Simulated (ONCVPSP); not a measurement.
Before and after: ONCV potential for tellurium (Te)

```
Element                 : tellurium (Te)
Generator               : ONCVPSP 4.0.1
Type                    : optimised norm-conserving Vanderbilt (ONCV)
Functional              : PBE
Relativity              : scalar-relativistic
Frozen core             : [Ar] 3d10
Valence charge          : 24
Reference configuration : 4s2 4p6 4d10 5s2 5p4
Partial waves           : 4s+5s: rc 1.10 bohr, ncon 4, nbas 8, qcut 8.6 1/bohr, 2 projectors; 4p+5p: rc 1.25 bohr, ncon 4, nbas 7, qcut 9.5 1/bohr, 2 projectors; 4d: rc 1.30 bohr, ncon 4, nbas 9, qcut 14.5 1/bohr, 2 projectors, debl 1.7 Ha; f scattering state at 0.08 Ha: rc 1.20 bohr, ncon 4, nbas 7, qcut 9.2 1/bohr, 2 projectors, debl 1.3 Ha
Local potential         : polynomial inside 0.70 bohr (lpopt 1, dvloc0 6 Ha)
Core correction         : Teter function, fcfact 4.75, rcfact 1.35
```

Change: core correction Teter function, parameters optimised by the program.

Cutoffs: the cutoffs (Ha) at which the residual kinetic energy of the hardest occupied pseudo-wave falls to 1 and 0.1 mHa per electron; they do not see the model core or the augmentation charge, which bear on the density cutoff. Errors are all-electron minus pseudo energies relative to the spin-unpolarised reference configuration.

How do hardness, ghosts and transferability respond?

The potential gets neither clearly harder nor softer (56 Ha and 137 Ha → 56 Ha and 137 Ha); the errors of the 4 common tests hardly move; neither file shows a bound ghost. A model core, the more so a compact one, raises the density cutoff, which this test does not measure.

| quantity | base | changed |
| --- | --- | --- |
| cutoff, loose | 56 Ha | 56 Ha |
| cutoff, tight | 137 Ha | 137 Ha |
| bound ghosts | none | none |
| GHOST(+) flags under 300 eV | s at 250.7 eV | s at 250.7 eV |
| error for 4s2 4p6 4d10 5s2 5p3, meV [ΔE 9.73 eV] | -1.9 | -1.9 |
| error for 4s2 4p6 4d10 5s2 5p2, meV [ΔE 27.65 eV] | -5.9 | -6.0 |
| error for 4s2 4p6 4d10 5s2 5p1, meV [ΔE 54.55 eV] | -13 | -13 |
| error for 4s2 4p6 4d10 5s2 5p0, meV [ΔE 91.04 eV] | -23 | -24 |
| s: phases at 1.12 bohr within 0.05 rad from the reference energy up to (Ha; the scan ends near 5) | to the end of the scan | to the end of the scan |
| p: phases at 1.27 bohr within 0.05 rad from the reference energy up to (Ha; the scan ends near 5) | to the end of the scan | to the end of the scan |
| d: phases at 1.32 bohr within 0.05 rad from the reference energy up to (Ha; the scan ends near 5) | to the end of the scan | to the end of the scan |
| f: phases at 1.22 bohr within 0.05 rad from the reference energy up to (Ha; the scan ends near 5) | to the end of the scan | to the end of the scan |
| rms error of d²Exc/dni dnj with the model core, mHa | 1.06 | 0.16 |
